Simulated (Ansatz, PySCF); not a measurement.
Pair of molecules: H4Sn (SMILES [SnH4]) (first 5 atoms) with CH4 (SMILES C); geometry from B3LYP-D3(BJ)/def2-TZVP, rigid monomers moved along the line of their centres of mass till Sn1···C6 is 5.46 Å.
(charge 0, multiplicity 1):
```xyz
10

Sn     0.13357     0.15213    -0.08765
H     -1.29136     0.93228     0.43940
H      0.07293    -1.50056     0.33888
H      0.26166     0.29418    -1.78656
H      1.49186     0.88353     0.64501
C     -0.23865    -0.27231     5.34161
H      0.73783     0.14005     5.09111
H     -0.32500    -0.36823     6.42300
H     -1.01946     0.39192     4.97353
H     -0.34837    -1.25333     4.88123
```

Monomers are frozen at their geometry in the pair; levels with a basis set take the counterpoise correction.

Frozen-core correlation. Filled d and f shells under p-block atoms count as core. CBS(a, b) extrapolates the correlation energy as X⁻³ and adds the Hartree–Fock energy of set b.

Run with Ansatz (an electronic-structure program) with Gaussian orbitals; PySCF for the dispersion terms. Values without a source in brackets are computed. In def2 rows elements past Kr take small-core potentials, without spin–orbit coupling.

PBE/def2-TZVPPD gives -3.8 meV for the interaction energy.

Question: Predict the shift from PBE, with its sign, for: PBE-D3(BJ)/def2-TZVPPD, r2SCAN/def2-TZVPPD, PBE0/def2-TZVPPD, wB97M-V/def2-TZVPPD, MP2/CBS(def2-SVPD, def2-TZVPPD), CCSD(T)/CBS(def2-SVPD, def2-TZVPPD).

Answer: PBE-D3(BJ)/def2-TZVPPD -8.1; r2SCAN/def2-TZVPPD 0.7; PBE0/def2-TZVPPD 0.9; wB97M-V/def2-TZVPPD -5.2; MP2/CBS(def2-SVPD, def2-TZVPPD) -4.2; CCSD(T)/CBS(def2-SVPD, def2-TZVPPD) -4.4 meV. 2 of 6 lie above PBE; the widest gap is to PBE-D3(BJ)/def2-TZVPPD.
